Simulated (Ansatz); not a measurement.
Isolated molecules relaxed with PBE0-D4/def2-TZVP in Ansatz; ΔE leaves out vibrations. CBS: MP2 limit from def2 TZ/QZ plus the TZ coupled-cluster correction, frozen cores. DFT in def2-TZVPP. One conformer a species, not always the lowest.

Consider the ligand exchange at the Si–C bond: `[SiH3]CSCS` + `N[SiH2]S` → `[SiH3]N[SiH2]S` + `CSCS`.

```
             level  ΔE (kJ/mol)  difference from CCSD(T)/CBS
         r2SCAN-D4        -71.5                         -0.5
           ωB97X-V        -71.5                         -0.5
            B2PLYP        -74.2                         -3.2
               PBE        -65.3                          5.7
            r2SCAN        -71.7                         -0.7
   CCSD/def2-TZVPP        -73.6                         -2.6
CCSD(T)/def2-TZVPP        -72.2                         -1.2
     HF/def2-QZVPP        -83.4                        -12.4
    MP2/def2-QZVPP        -72.8                         -1.8
    CCSD/CBS(def2)        -72.3                         -1.3
       CCSD(T)/CBS        -71.0                            0
```

Largest T1 diagnostic among the species: 0.011.

In def2-TZVPP, CCSD(T) changes the Hartree–Fock value by +10.6 kJ/mol (the triples alone add +1.4 kJ/mol) and MP2 by +9.5 kJ/mol.
